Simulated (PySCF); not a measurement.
**Structure from NMR data**

The spectra below were simulated for a compound C8H7FO2.

¹H NMR (400 MHz, computed): δ 7.80 (m, 1H), 7.61 (m, 1H), 7.33 (d, 1H), 7.29 (m, 1H), 5.91 (br s, 1H), 3.58 (s, 2H).

¹³C{¹H} NMR (computed): δ 176.3 (C), 173.3 (C), 143.1 (C), 135.7 (CH), 130.1 (CH), 122.3 (CH), 120.5 (CH), 44.6 (CH2).

Computational details: coordinates at the GFN2-xTB level, σ from GIAO-PBE0/pcSseg-1, in PySCF 2.14.0 with density-fitted response routines (no solvent, fast rotation and ring inversion assumed for equivalent nuclei, single conformer, no relativistic terms).

References, each an isolated molecule treated in the same way: ¹H (31.72 ppm), ¹³C (186.93 ppm) against TMS.

Question: Which candidate is it?
A. O=C(O)c1cccc(CF)c1
B. O=C(O)Cc1ccccc1F
C. CCC1=C(F)C(=O)C=CC1=O
D. O=C(O)Cc1cccc(F)c1

Answer: D. 

1. The formula gives 5 degrees of unsaturation (1 ring in the answer).
2. 8 carbon signals for 8 carbons: no two carbons are equivalent.
3. Carbon types of the structure: 3 × C, 4 × CH, 1 × CH2, leaving 1 H on heteroatoms.
4. δC 176.3: carboxylic acid carbon; lone-pair donation from the attached heteroatom keeps it upfield of a ketone carbonyl.
5. δC 173.3: aromatic carbon bearing fluorine; an ipso carbon deshielded by its heteroatom.
6. δC 143.1: substituted aromatic carbon.
7. δC 135.7, 130.1, 122.3, 120.5: aromatic CH.
8. δC 44.6: sp3 CH2 α to a carbonyl; α to the electron-withdrawing carbonyl group.

The others: CCC1=C(F)C(=O)C=CC1=O would give 4 signals for carbon-bound and other non-exchanging H, not 5; O=C(O)Cc1ccccc1F has carbons computed at 176.5, 171.7, 137.9, 134.9, 129.0, 128.7, 121.3, 37.0; O=C(O)c1cccc(CF)c1 has carbons computed at 171.0, 145.1, 135.0, 134.3, 134.1, 132.8, 131.9, 86.6.

Exchangeable OH/NH protons stand at their gas-phase positions; hydrogen bonding in a real sample shifts them, mostly to higher δ. Splittings by ¹⁹F in the carbon and heteronuclear signals aren't shown, as no couplings were computed. Shifts are as computed. Against solution values, carbons near 30 ppm lie about +3 ppm off and those near 130 ppm about +5 ppm. Of 1211 compounds with measured shifts, 218 miss one by over three times the rms of a fit or turn the order of signals round; such compounds aren't used in these exercises. The C=O carbon of an acid or of an amide with N–H lies up to 10 ppm further downfield in solution, through hydrogen bonding that the calculation lacks. No couplings were computed; multiplicities are counted from neighbouring protons, with m where these are inequivalent, close in shift, in a saturated or five-membered ring or joined by F or P, and br s for small geminal =CH2 splittings.
